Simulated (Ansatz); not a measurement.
Cost and result up the ladder for (H3Si)2NMe (CH9NSi2) (13 atoms). The state is a singlet with charge 0. Geometry: r2SCAN-D4/def2-SVP.

```
atom   x (Å)   y (Å)   z (Å)
 Si1   1.019   0.494  -1.297
  H2   0.558   1.806  -1.859
  H3   2.393   0.663  -0.746
  H4   1.025  -0.485  -2.430
  N5  -0.020  -0.094  -0.023
  C6  -1.401  -0.426  -0.394
 Si7   0.358  -0.089   1.682
  H8  -0.394   0.966   2.438
  H9   1.820   0.156   1.841
 H10  -0.020  -1.407   2.283
 H11  -1.821  -1.184   0.289
 H12  -1.444  -0.855  -1.411
 H13  -2.074   0.453  -0.373
```

Ansatz on 4 threads of Arm Neoverse V2 on a shared host. Times are rough, and most runs start from the orbitals of an earlier one. ωB97M-V/def2-TZVP serves as the yardstick here, not as an exact answer. Differences are given only for rows in sets of like size (and for xTB, whose basis is part of the method), since another set adds its own error. Binding counts from free atoms at the same level (Si triplet, H doublet, N quartet, C triplet; other spins of the atoms weren't run), without zero-point energy or a counterpoise term.

B3LYP takes the VWN-RPA correlation. Correlated methods freeze 12 core orbitals.

Correlated methods converge slowly with the basis.

| level | functions | binding energy per atom (eV) | difference from ωB97M-V/def2-TZVP (eV) |
| --- | --- | --- | --- |
| HF/6-31G | 62 | 2.21 | – |
| HF/def2-TZVP | 190 | 2.54 | -0.88 |
| PBE-D4/def2-TZVP | 190 | 3.41 | -0.01 |
| B3LYP-D4/def2-TZVP | 190 | 3.43 | 0.00 |
| PBE0-D4/def2-SVP | 109 | 3.38 | – |
| ωB97X-V/def2-TZVP | 190 | 3.44 | 0.02 |
| B97M-V/def2-TZVP (with forces) | 190 | 3.42 | -0.01 |
| ωB97M-V/def2-TZVP | 190 | 3.42 | 0.00 |
| r2SCAN-D4/def2-TZVP | 190 | 3.40 | -0.02 |
| B3LYP-D4/6-31G | 62 | 3.18 | – |
| CAM-B3LYP-D4/def2-TZVP | 190 | 3.44 | 0.02 |
| PBE0-D4/def2-TZVP | 190 | 3.39 | -0.04 |
| PBE-D4/def2-SVP | 109 | 3.41 | – |
| CCSD(T)/def2-TZVP | 190 | 3.29 | -0.14 |

**Question.** Estimate how long each takes.

**Answer.** HF/6-31G 0.25 s; B3LYP-D4/6-31G 0.8 s; PBE-D4/def2-SVP 0.95 s; HF/def2-TZVP 1.1 s; PBE0-D4/def2-SVP 1.2 s; PBE-D4/def2-TZVP 1.7 s; B3LYP-D4/def2-TZVP 2.2 s; PBE0-D4/def2-TZVP 2.4 s; CAM-B3LYP-D4/def2-TZVP 2.5 s; r2SCAN-D4/def2-TZVP 3.6 s; ωB97X-V/def2-TZVP 6.5 s; ωB97M-V/def2-TZVP 7.5 s; B97M-V/def2-TZVP (with forces) 8.5 s; CCSD(T)/def2-TZVP 35 s. On shared hardware such times vary by a factor of up to 3.
